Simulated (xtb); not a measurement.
The molecule SnRu, multiplicity 3 (lowest of 2S+1 = 1, 3, 5, 7 at PBE0/def2-TZVPP; our sources give no spin for the ground state, which may be another). No spin–orbit coupling.

Seven points along R, fitted to fifth degree in 1/R; most abundant isotopes. Runs in def2 and cc sets follow the lowest solution found near the PBE0 minimum.

Run with xtb for the GFN methods.  The GFN methods have no spin term and hold the electronic entropy of 300 K.

Energies at GFN1-xTB:

```
R (Å)     E (hartree)
--------  -----------
2.265944  -5.66476738
2.326857  -5.67765921
2.382896  -5.68414589
2.446245  -5.68726408
2.509594  -5.68738424
2.582689  -5.68514425
2.667967  -5.68059473
```

With a reduced mass of 55.0865 u, find the minimum, the force constant and the constants.

A fifth-degree polynomial in 1/R puts the minimum at r_e = 2.4800 Å with force constant 256 N/m. Then ω_e = (1/2πc)√(k/μ) = 281 cm⁻¹ and B_e = h/(8π²cμr_e²) = 0.04976 cm⁻¹; the cubic and quartic terms give α_e = 0.00024 and ω_e x_e = 1.3 cm⁻¹.
